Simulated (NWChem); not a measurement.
SiH3O3Cl; SMILES O[Si](O)(O)Cl

```xyz
8

O     -0.0368     1.5450    -0.9759
Si     0.0000     0.0000    -0.4360
O      1.3564    -0.7407    -0.9759
O     -1.3196    -0.8043    -0.9759
Cl     0.0000     0.0000     1.6353
H     -0.7650     2.1003    -0.6831
H      2.2014    -0.3877    -0.6831
H     -1.4364    -1.7127    -0.6831
```
Atoms are numbered in this order, from 1.

Results from NWChem. Pople sets run with spherical d functions. Coordinates come from a PBE0/def2-SVP optimisation. Atomic charges in e: unrestrained fits to the electrostatic potential beside Mulliken populations; buried atoms are poorly determined by the fit.

For level Hartree-Fock/6-31G*:

```yaml
ESP O1: -0.76
Mulliken O1: -0.86
ESP Si2: 1.32
Mulliken Si2: 1.51
ESP O3: -0.76
Mulliken O3: -0.86
ESP O4: -0.76
Mulliken O4: -0.86
```

Question: How do the values read with level B3LYP/def2-SVP instead?

Answer: The ESP O1 comes out as -0.63, the Mulliken O1 comes out as -0.37 and the ESP Si2 is 1.01. The Mulliken Si2 is 0.81, the ESP O3 is -0.63 and the Mulliken O3 is -0.37. The ESP O4 is -0.63 and the Mulliken O4 is -0.37.
